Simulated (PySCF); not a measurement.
## One molecule, many functionals

CH8GeOSi.
SMILES: `C[O][GeH2][SiH3]`

Linear-response calculations in the def2-SVPD basis (PySCF; singlets by full response, triplets Tamm–Dancoff, core orbitals frozen in the response; HF means time-dependent Hartree–Fock). 'Strongest' is the level of largest summed f among the singlets computed (10 roots, of which the last may lack a degenerate partner); it can jump between rows when another state enters that window. S1 is the lowest singlet of each run and needn't be the same state throughout; f(S1) is that of one state. Isolated species at its PBE0-D3(BJ)/def2-SVP geometry (one conformer only). Relativistic effects, spin–orbit coupling among them, are left out although an element past zinc is present.

```csv
functional,kind,S1 (eV),f(S1),strongest (eV),T1 (eV),HOMO (eV),gap (eV),"ionisation energy, ΔSCF (eV)"
LDA,LDA,5.10,0.000,6.52,4.88,-6.30,4.99,9.59
PBE,GGA,5.22,0.000,6.63,4.98,-6.22,5.13,9.50
B3LYP,"global hybrid, 20% exact exchange",5.95,0.000,7.28,5.64,-7.52,7.06,9.83
PBE0,"global hybrid, 25% exact exchange",6.07,0.000,7.47,5.73,-7.76,7.49,10.17
BHandHLYP,"global hybrid, 50% exact exchange",6.84,0.000,8.17,6.34,-9.25,9.81,9.85
CAM-B3LYP,range-separated hybrid,6.42,0.000,8.02,6.06,-9.18,9.89,9.97
wB97X-D,range-separated hybrid,6.45,0.000,8.15,6.15,-9.66,11.13,9.93
LC-wPBE,range-separated hybrid,6.84,0.000,8.59,6.33,-10.49,12.32,10.11
HF,Hartree–Fock,7.64,0.037,8.90,6.52,-10.98,13.29,not settled
```

S1 runs from 5.10 eV (LDA) to 7.64 eV (HF), a spread of 2.54 eV, while the orbital gap spreads over 8.3 eV. Along PBE (0%), B3LYP (20%), PBE0 (25%), BHandHLYP (50%), HF (100%) S1 rises with the share of exact exchange. −ε(HOMO) comes closest to its own ΔSCF ionisation energy with wB97X-D (-0.27 eV) and misses most with LDA (-3.28 eV). 'Not settled' means that the ion's SCF failed to converge or may have ended in another state than the lowest.

Without π bonds the low states are Rydberg-like; a valence basis with one diffuse set may place them up to an eV too high.
